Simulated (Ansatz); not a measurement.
Task: Name a neutral molecule of F, I, N, S, Si and H with size of the dipole moment (PBE/def2-TZVPP) between 1.60 and 1.90 D and HOMO–LUMO gap (PBE0/def2-TZVPP) between 6.85 and 7.15 eV (Ansatz, PBE0-D4/def2-TZVP geometry).

Result: `N[Si](F)(S)I` (1.90 D, 7.00 eV). Other molecules can fit too; these were computed, each in one conformer that needn't be the lowest.
